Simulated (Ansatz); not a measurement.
Reaction (ligand exchange at a Ga–O bond): `[SiH3][O][GaH][SiH3]` + `[OH][AlH2]` → `[AlH2][O][GaH][SiH3]` + `O[SiH3]`

Computed with Ansatz on PBE0-D4/def2-TZVP structures; ΔE is electronic, products minus reactants. CBS: MP2 limit from def2 TZ/QZ plus the TZ coupled-cluster correction, frozen cores. This one scheme is used for every species. Functionals use def2-TZVPP. HSE06 is defined as in plane-wave codes. For Ga outer-core shells are correlated without core-valence functions, which leaves a few kJ/mol of doubt a bond. Scalar relativity is left out up to krypton. One conformer a species, not always the lowest.

```json
{"level": "HSE06-D4", "ΔE (kcal/mol)": "1.3"}
{"level": "PBE", "ΔE (kcal/mol)": "0.8"}
{"level": "MP2/def2-TZVPP", "ΔE (kcal/mol)": "1.0"}
{"level": "MP2/CBS(def2)", "ΔE (kcal/mol)": "1.4"}
```

(1) What does CCSD(T)/CBS give? (Best estimate.)

Largest T1 diagnostic among the species: 0.015.

## Answers

(1) Ansatz gave: +1.4 kcal/mol. The listed levels differ from it by -0.1, -0.6, -0.4, 0.0 kcal/mol.

Leaving LDA and LC-ωPBE aside and taking each functional with its dispersion term where it has one, the values, not all of them listed here, spread over 1.3 kcal/mol, from B2PLYP to revPBE-D4. In def2-TZVPP, CCSD(T) changes the Hartree–Fock value by +1.1 kcal/mol (the triples alone add +0.2 kcal/mol) and MP2 by +1.1 kcal/mol.

CCSD(T)/CBS has its own doubt, a few kJ/mol and more with outer-core shells, so smaller differences from it don't rank the levels.
